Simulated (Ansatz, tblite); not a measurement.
Removing an electron: the cluster SnBr₂⁻. Charge -1, multiplicity 2. Geometry: PBE-D4/def2-TZVPD. Ansatz, gas phase; energy differences of separate SCF runs; the oxidised species is a singlet (the triplet lies 2.56 eV higher at PBE0-D4/def2-TZVPD).

```xyz
3

Sn    0.375   -0.892   -0.647
Br    0.313   -0.580    2.028
Br   -0.688    1.472   -1.381
```

In the def2 sets Sn takes a core potential; there is no spin–orbit coupling. The xTB rows come from tblite. The structure comes from a short search, and lower isomers may exist.

| level | −HOMO (eV) | vertical IE (eV) | −LUMO (eV) | HOMO–LUMO gap (eV) | remarks |
| --- | --- | --- | --- | --- | --- |
| GFN1-xTB | – | 4.49 | – | – | – |
| GFN2-xTB | – | 5.35 | – | – | – |
| PBE-D4/def2-TZVPD | -0.64 | 1.83 | -1.67 | 1.03 | HOMO above zero (-1 doublet) |
| r2SCAN-D4/def2-TZVPD | -0.35 | 2.03 | -2.04 | 1.68 | HOMO above zero (-1 doublet) |
| PBE0-D4/def2-TZVPD | 0.28 | 2.01 | -2.38 | 2.66 | – |

  A HOMO above zero means that the electron is unbound at that level or that self-interaction error raises the level; the energy of removing that electron tells which. HOMO and LUMO are the levels of the spin that leaves or enters (xTB has no such levels and no spin-polarisation term). Other spin states of the ions may lie lower, which would lower the ionisation energy or raise the affinity. Raw xTB energy differences between charge states are shifted by several eV; the methods need an empirical correction for them.
